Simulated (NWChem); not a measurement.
## Total energies of Cd

```
Cd
```
Charge 0, spin multiplicity 1.

Program: NWChem.

Basis set: def2-SVP (31 functions).

| method | total energy (Ha) |
|---|---|
| RHF | -166.84661 |
| MP2 | -167.12342 |
| B2PLYP | -167.53283 |
| PBE | -167.74645 |
| B3LYP | -167.80504 |
| LC-wPBE (omega 0.3 per bohr) | -167.75229 |
| CCSD(T) | -167.12243 |

Total energies of different functionals aren't comparable as a measure of quality: only differences taken within one method are. 

Effective core potentials replace the inner electrons of Cd; spin-orbit coupling is left out. The correlated methods keep 4 core orbitals frozen. B3LYP has NWChem's definition, with VWN1-RPA local correlation. No row is a measurement; the coupled-cluster row has its own basis-set and correlation limits.
